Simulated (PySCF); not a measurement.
Computed IR spectrum (relative IR intensity) of a molecule C₃H₉ClOSi. Coordinates come from a PBE-D3(BJ)/def2-SVP optimisation. Other conformers were not sampled. All values below come from PBE-D3(BJ)/def2-SVP (PySCF). Frequencies are harmonic and unscaled.

Lines under 2 % of the strongest are left out, and lines within 2 cm⁻¹ are merged.

```tsv
ν (cm⁻¹)	relative intensity
80	2.0
289	4.4
384	5.0
507	27
627	9.1
667	3.0
691	9.6
728	6.1
788	20
854	100
869	67
963	12
1146	39
1165	43
1189	6.5
1213	15
1374	2.8
1396	13
1402	3.8
1412	2.4
1442	3.2
2163	68
2854	24
2889	42
2908	24
2947	27
3062	11
```

**Question.** Which structure fits?
A. CC[Si@@H](Cl)CO
B. COC[Si@H](C)Cl
C. C[C@@H](O)C[SiH2]Cl
D. CCO[Si@@H](C)Cl

**Answer.** B, COC[Si@H](C)Cl
